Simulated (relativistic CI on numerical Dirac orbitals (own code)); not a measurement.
# Ti³⁺: calculation against measurement

Calculated at this level of theory: Dirac-Coulomb-Breit CI, KLI orbitals optimised for each configuration, model QED (radiative potential, 1s self-energy scaled to tabulated hydrogen-like ionisation energies), valence Slater integrals scaled by 0.85, configuration energies shifted to the measured levels that pair with them (semi-empirical) (own radial code, finite nucleus).

Configuration list (outside the closed core [Ne]): 3s2 3p6 3d, 3s2 3p6 4s, 3s2 3p6 4p, 3s2 3p6 4d, 3s2 3p6 5s, 3s2 3p6 5p, 3s2 3p6 4f, 3s2 3p6 5d, 3s2 3p6 6p, 3s2 3p5 3d2, 3s2 3p6 5f, 3s2 3p6 5g, 3s2 3p6 6d, 3s2 3p6 7s, 3s2 3p6 7d, 3s2 3p4 3d3, 3s 3p6 3d2, 3s2 3p5 3d 4s. Levels of other configurations are missing.

| Configuration | Term (tabulated) | J | Measured (cm⁻¹) | Computed | Error | Purity (%) |
| --- | --- | --- | --- | --- | --- | --- |
| 3s2 3p6 3d | 2D | 3/2 | 0.0 | 0 | 0 | 98 |
| 3s2 3p6 3d | 2D | 5/2 | 382.1 | 355 | -27 | 98 |
| 3s2 3p6 4s | 2S | 1/2 | 80388.9 | 80390 | 1 | 100 |
| 3s2 3p6 4p | 2P° | 1/2 | 127921.4 | 127944 | 22 | 100 |
| 3s2 3p6 4p | 2P° | 3/2 | 128739.6 | 128719 | -21 | 100 |
| 3s2 3p6 4d | 2D | 3/2 | 196804.3 | 196808 | 4 | 100 |
| 3s2 3p6 4d | 2D | 5/2 | 196890.0 | 196887 | -3 | 100 |
| 3s2 3p6 5s | 2S | 1/2 | 212407.3 | 212408 | 1 | 100 |
| 3s2 3p6 5p | 2P° | 1/2 | 230608.9 | 230621 | 12 | 100 |
| 3s2 3p6 5p | 2P° | 3/2 | 230924.4 | 230913 | -11 | 100 |
| 3s2 3p6 4f | 2F° | 5/2 | 236135.3 | 236124 | -11 | 99 |
| 3s2 3p6 4f | 2F° | 7/2 | 236142.3 | 236132 | -10 | 99 |
| 3s2 3p6 5d | 2D | 3/2 | 258838.5 | 258842 | 4 | 100 |
| 3s2 3p6 5d | 2D | 5/2 | 258877.1 | 258875 | -2 | 100 |
| 3s2 3p6 6p | 2P° | 1/2 | 274726.3 | 274729 | 3 | 99 |
| 3s2 3p5 3d2 | 2F° | 5/2 | 274839.8 | 272898 | -1942 | 66 |
| 3s2 3p6 6p | 2P° | 3/2 | 274881.2 | 274897 | 16 | 98 |
| 3s2 3p6 5f | 2F° | 5/2 | 275847.0 | 277182 | 1335 | 73 |
| 3s2 3p6 5g | 2G | 7/2 | 278510.6 | 278511 | 1 | 100 |
| 3s2 3p6 5g | 2G | 9/2 | 278511.2 | 278512 | 1 | 100 |
| 3s2 3p6 6d | 2D | 3/2 | 289186.0 | 289189 | 3 | 100 |
| 3s2 3p6 6d | 2D | 5/2 | 289206.9 | 289205 | -1 | 100 |
| 3s2 3p6 7s | 2S | 1/2 | 292999.5 | 293000 | 1 | 100 |
| 3s2 3p6 7d | 2D | 3/2 | 306395.7 | 306398 | 2 | 100 |
| 3s2 3p6 7d | 2D | 5/2 | 306408.3 | 306407 | -1 | 100 |

Measured levels from Corliss and Sugar, J. Phys. Chem. Ref. Data 8, 1 (1979); pairs were made by configuration, J and term (by order where the table uses no LS term), so strongly mixed levels may be paired wrongly.

Mean error by configuration (cm⁻¹): 3s2 3p6 3d -27; 3s2 3p6 4s 1; 3s2 3p6 4p 1; 3s2 3p6 4d 1; 3s2 3p6 5s 1; 3s2 3p6 5p 1; 3s2 3p6 4f -10; 3s2 3p6 5d 1; 3s2 3p6 6p 9; 3s2 3p5 3d2 -1942; 3s2 3p6 5f 1335; 3s2 3p6 5g 1; 3s2 3p6 6d 1; 3s2 3p6 7s 1; 3s2 3p6 7d 1. Over the excited levels the mean absolute error is 143 cm⁻¹ (24 of the 29 excited levels that our extract of the source holds in range could be paired, and the others can miss by more), and the median relative error of those above 1,000 cm⁻¹ is 0.0014 %, both after the shifts were fitted to these levels, so that a configuration with one level shows no error.

Configurations whose levels could be paired with our table of measured levels were shifted onto them, all but the ground configuration, by the median error of their levels; single terms can still be off by 1,000 to 2,000 cm⁻¹ or more, and rates follow the energies as ν³ (E1, M1) or ν⁵ (E2). The others borrow a shift and can be off by several thousand cm⁻¹ or more. The fine structure of a lone outer electron comes out too small, for d and f at times inverted, and misplaced configurations move strength between like terms. 24 of the 29 excited levels that our extract of the measured tables holds in this range could be paired (the sources list more); they are missed by 143 cm⁻¹ on average and 1942 at most, after the shifts were fitted to these levels, and levels without a partner can miss by more.

Shifts applied (cm⁻¹): 3s2 3p6 3d 0; 3s2 3p6 4s -21587; 3s2 3p6 4p -19565; 3s2 3p6 4d -19525; 3s2 3p6 5s -18655; 3s2 3p6 5p -18513; 3s2 3p6 4f -20836; 3s2 3p6 5d -19078; 3s2 3p6 6p -18088; 3s2 3p5 3d2 -28540; 3s2 3p6 5f -20395; 3s2 3p6 5g -19658; 3s2 3p6 6d -18679; 3s2 3p6 7s -18057; 3s2 3p6 7d -18573.
